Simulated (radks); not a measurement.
Problem. Calculated with a radial shooting solver on a logarithmic mesh with Libxc functionals: non-relativistic Kohn-Sham, PBE, spin-polarised, spherical densities, point nucleus; open shells are filled with parallel spins first. Each species is in its NIST ground configuration. Rank B, C, O, Ne, N, Li, F, Be by radius at which the density is 0.001 e/bohr^3 (bohr), largest first.

Solution. Li 4.16, Be 4.12, B 3.89, C 3.64, N 3.42, O 3.28, F 3.12, Ne 2.98.
